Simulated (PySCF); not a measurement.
C5H4F2, SMILES C=CC#CC(F)F. Atoms are numbered in the order given.

```xyz
11

C      3.4043     0.4139     0.0000
C      2.4251    -0.5016     0.0000
C      1.0381    -0.1879     0.0000
C     -0.1538     0.0417     0.0000
C     -1.5774     0.3784     0.0000
F     -2.1889    -0.1313     1.0911
F     -2.1889    -0.1313    -1.0911
H      4.4528     0.1079     0.0000
H      3.1854     1.4847     0.0000
H      2.6757    -1.5689     0.0000
H     -1.7312     1.4724     0.0000
```
Charge 0, spin multiplicity 1.

Geometry: PBE0-D3(BJ)/def2-SVP. The structure was generated by enumeration, and PubChem lists no compound with its InChIKey, so it may never have been made.

Computed with PBE0/def2-TZVP run with PySCF.

Computed frontier levels, gap, dipole moment and polarisability:
```yaml
highest_occupied_level: -7.59 eV
lowest_empty_level: -1.54 eV
orbital_gap: 6.05 eV
dipole_moment: 2.83 D
quadrupole, principal values (traceless, Buckingham form, about the centre of nuclear charge): -8.19, -0.62, 8.82 D·Å
mean_static_polarisability: 63.6 bohr³ (9.42 Å³)
polarisability_principal_values: 39.5, 48.2, 103.1 bohr³
```
